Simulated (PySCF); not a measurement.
# How the method changes the shape and vibrations of BCH3NO anion

Calculated results; nothing here was measured. The program is PySCF 2.14.0, an open-source quantum chemistry code, run on an isolated molecule that a program drew, which may never have been made. The molecule is BCH3NO anion (charge -1, singlet), drawn as the SMILES string `B=NC[O-]`.

The geometry was optimised and harmonic frequencies were computed with HF and MP2, all in the aug-cc-pVDZ basis, for the commonest isotopes, with a restricted reference for singlets and an unrestricted one otherwise, and a frozen core in MP2. Each result is a local minimum of its method.

Geometry at the HF minimum:
```xyz
7
BCH3NO anion, angstrom
B     1.2755    0.5320    0.0020
N     0.1247    0.9386   -0.0699
C    -1.2685    1.4524   -0.2581
O    -1.5608    1.8190   -1.4786
H     2.3814    0.1403    0.0760
H    -1.3367    2.2634    0.5056
H    -1.8938    0.6206    0.1456
```

Lengths of the bonds as drawn, in Å (atoms numbered as above):
```
 bond     HF    MP2
B1-N2  1.223  1.266
N2-C3  1.497  1.523
C3-O4  1.307  1.324
B1-H5  1.176  1.183
C3-H6  1.116  1.131
C3-H7  1.116  1.131
```

Rotational constants, in GHz:
| constant | HF | MP2 |
|---|---|---|
| A | 39.35 | 37.19 |
| B | 4.889 | 4.734 |
| C | 4.471 | 4.317 |

Harmonic frequencies in cm^-1, each column in rising order, so a row needn't be the same motion in every method:
| rank | HF | MP2 |
|---|---|---|
| 1 | 196 | 168 |
| 2 | 272 | 227 |
| 3 | 545 | 465 |
| 4 | 782 | 637 |
| 5 | 792 | 646 |
| 6 | 818 | 719 |
| 7 | 1200 | 1099 |
| 8 | 1310 | 1231 |
| 9 | 1362 | 1249 |
| 10 | 1498 | 1372 |
| 11 | 1597 | 1473 |
| 12 | 2054 | ? |
| 13 | 2818 | 2707 |
| 14 | 2881 | 2745 |
| 15 | 2917 | 2834 |

**Estimate the missing MP2 frequency from the HF column.**

A single factor s that minimises the squared misfit of MP2 against s times HF over the other rows is sum(HF x MP2) / sum(HF^2) = 0.9435, with an rms misfit of 55 cm^-1. For rank 12 it gives 0.9435 x 2054 = 1938 cm^-1. The calculation gives 1797 cm^-1, 141 cm^-1 below the estimate. The drawn bonds are on average 1.6 % longer in MP2 than in HF.
